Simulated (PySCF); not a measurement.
# Reading the logs of faulty runs: BH6N2Si cation

Calculated results; nothing here was measured. They come from PySCF 2.14.0, an open-source quantum chemistry program, on an isolated molecule that a program drew, which may never have been made. The molecule is BH6N2Si cation (charge +1, singlet), drawn as the SMILES string `NB(N)[SiH2+]`.

Each row is a Hartree-Fock (HF) and frozen-core CCSD(T) single point in the cc-pV(D+d)Z basis, meant for a local HF minimum. Run 1 is clean. Each other run has one planted mistake out of seven kinds, and not every kind appears here: one electron removed, one electron added, multiplicity raised by two, geometry at a saddle point, minimal basis STO-3G, one bond length entered in bohr, all coordinates scaled. The reference is restricted for singlets and unrestricted otherwise, and also for a bond in bohr. Adding or removing an electron swaps singlet and doublet. Electrons count all cores. HOMO and LUMO are orbital energies over both spins, the gradient is its largest component, and the lowest frequency (negative if imaginary) is given only where the gradient is small. Bond lengths are over the 9 bonds as drawn. T1 is the CCSD diagnostic: over 0.02 (restricted) or 0.045 (unrestricted) a single reference is doubtful.

Geometry of the clean run:
```xyz
10
BH6N2Si cation, angstrom
N    -0.5067    0.6287    2.3155
B    -0.0559   -0.6811    2.1848
N     0.0728   -1.6531    3.1720
Si    0.4942   -1.2583    0.2741
H    -0.5810    1.2907    1.5722
H    -0.7971    1.0066    3.1975
H    -0.1671   -1.4754    4.1290
H     0.4031   -2.5837    3.0265
H     0.4312   -0.3791   -0.9024
H     0.9949   -2.5969   -0.0704
```

```
run  electrons  basis functions  <S^2>  HOMO (eV)  LUMO (eV)  gradient (hartree/bohr)  lowest frequency (cm^-1)  mean bond (Å)  longest bond (Å)      T1  HF (hartree)  CCSD(T) (hartree)                 mistake
  1         38               95  0.000     -15.11      -5.57                  1.1e-05                       132         1.3105             2.070  0.0162    -425.82576         -426.38824                no fault
  2         38               95  0.000     -14.97      -5.58                  2.8e-02                         -         1.3524             2.137  0.0174    -425.81607         -426.38509  all coordinates scaled
  3         39               95  0.769      -7.06       2.24                  4.2e-02                         -         1.3105             2.070  0.0133    -426.05705         -426.63154                       ?
  4         38               30  0.000     -13.38      -2.40                  3.1e-02                         -         1.3105             2.070  0.0192    -420.82737         -421.05142                       ?
```

**Which mistake was planted in run 3, and what did it cost?**

It counts 39 electrons, one more than the clean run, at the same geometry and basis. So the mistake is: one electron added. Subtracting run 1 and multiplying by 627.51 kcal/mol a hartree, the energy moved by -145.1 kcal/mol in HF and -152.7 kcal/mol in CCSD(T).

**Which mistake was planted in run 4, and what did it cost?**

It has 30 basis functions where the clean run has 95, with the same electrons and geometry. So the mistake is: minimal basis STO-3G. Subtracting run 1 and multiplying by 627.51 kcal/mol a hartree, the energy moved by 3136.5 kcal/mol in HF and 3348.9 kcal/mol in CCSD(T).

